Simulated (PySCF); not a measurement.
An equivalent PySCF input for Kr³⁺ (krypton, charge +3), [Ar] 3d10 4s2 4p3, high-spin 4S determinant, with no relativity, point nucleus:

```python
from pyscf import gto, scf, dft, mp, cc
import basis_set_exchange as bse
mol = gto.M(atom="Kr 0 0 0", charge=3, spin=3, symmetry="D2h",
            basis=gto.basis.parse(bse.get_basis("dyall-av2z", elements=["Kr"], fmt="nwchem")))
mf = dft.UKS(mol, xc="CAMB3LYP")
mf.irrep_nelec = {'Ag': (6, 6), 'B1g': (1, 1), 'B2g': (1, 1), 'B3g': (1, 1), 'B1u': (3, 2), 'B2u': (3, 2), 'B3u': (3, 2)}
mf.kernel()
```

It reaches the same state as the run whose output follows, with an energy that differs only through the grid. The run itself started from symmetry-adapted Hartree-Fock orbitals and held the occupation by maximum overlap, on a logarithmic radial grid, so the iterations belong to that start.

```
SCF conv_tol = 1e-09
number electrons alpha = 18  beta = 15
XC functionals = CAMB3LYP
    T. Yanai, D. P. Tew, and N. C. Handy.,  Chem. Phys. Lett. 393, 51 (2004)
cycle= 1 E= -2751.19247978575  delta_E= -0.0178  |g|= 0.0419  |ddm|= 0.114
cycle= 2 E= -2751.19253396066  delta_E= -5.42e-05  |g|= 0.0303  |ddm|= 0.021
cycle= 3 E= -2751.1925854227  delta_E= -5.15e-05  |g|= 0.00352  |ddm|= 0.00575
cycle= 4 E= -2751.19258581288  delta_E= -3.9e-07  |g|= 0.000191  |ddm|= 0.000402
cycle= 5 E= -2751.1925858154  delta_E= -2.53e-09  |g|= 7.99e-06  |ddm|= 9.27e-05
cycle= 6 E= -2751.19258581541  delta_E= -8.19e-12  |g|= 4.2e-07  |ddm|= 9.73e-06
converged SCF energy = -2751.19258581541  <S^2> = 3.750239  2S+1 = 4.0001195
```
